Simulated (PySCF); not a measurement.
All of these have the formula C2H12Si4. Level of theory: PySCF 2.14.0, density-fitted response routines, TDDFT wB97X-D/def2-SVPD, vertical, gas phase, core orbitals frozen in the response. Geometries: GFN2-xTB; one conformer of each isolated species. Triplets are in the Tamm–Dancoff approximation. 'Strongest' means the level of largest summed f among the lowest 8 singlets; it needn't be the same kind of state in each.

Question: Rank by computed lowest triplet energy, lowest first.
A. `C[Si@@H]1[SiH2]C[SiH2][SiH2]1`
B. `[SiH2]1C[SiH2]C[SiH2][SiH2]1`
C. `C[Si@@H]1[SiH2]C[Si@@H]1[SiH3]`
D. `C[Si]1(C)[SiH2][SiH2][SiH2]1`

Answer: D (4.35 eV), C (4.67 eV), A (5.04 eV), B (5.77 eV).

| SMILES | T1 (eV) | gap (eV) | S1 (eV) | α (au) | f (strongest) | LUMO (eV) | S1 mainly |
| --- | --- | --- | --- | --- | --- | --- | --- |
| C[Si]1(C)[SiH2][SiH2][SiH2]1 | 4.35 | 9.24 | 4.59 | 141.7 | 0.22 | 0.31 | H→L (97%) |
| C[Si@@H]1[SiH2]C[Si@@H]1[SiH3] | 4.67 | 9.65 | 5.29 | 139.6 | 0.24 | 0.65 | H→L (82%) |
| C[Si@@H]1[SiH2]C[SiH2][SiH2]1 | 5.04 | 10.01 | 5.41 | 135.6 | 0.10 | 0.74 | H→L (96%) |
| C1[SiH2]C[SiH2][SiH2][SiH2]1 | 5.77 | 10.80 | 6.46 | 131.1 | 0.14 | 1.13 | H→L+1 (60%) |

H and L stand for HOMO and LUMO.

- `C[Si]1(C)[SiH2][SiH2][SiH2]1`: Löwdin shares by element: HOMO silicon 80% (atoms not listed hold the other 20%); LUMO silicon 72% (atoms not listed hold the other 28%).
- `C[Si@@H]1[SiH2]C[Si@@H]1[SiH3]`: Löwdin shares by element: HOMO silicon 78% (atoms not listed hold the other 22%); LUMO silicon 66% (atoms not listed hold the other 34%).
- `C[Si@@H]1[SiH2]C[SiH2][SiH2]1`: Löwdin shares by element: HOMO silicon 75% (atoms not listed hold the other 25%); LUMO silicon 66% (atoms not listed hold the other 34%).
- `C1[SiH2]C[SiH2][SiH2][SiH2]1`: Löwdin shares by element: HOMO silicon 65% or more, hydrogen 5% or more (atoms not listed hold the other 30%); LUMO silicon 59% or more, hydrogen 8% or more (atoms not listed hold the other 33%).
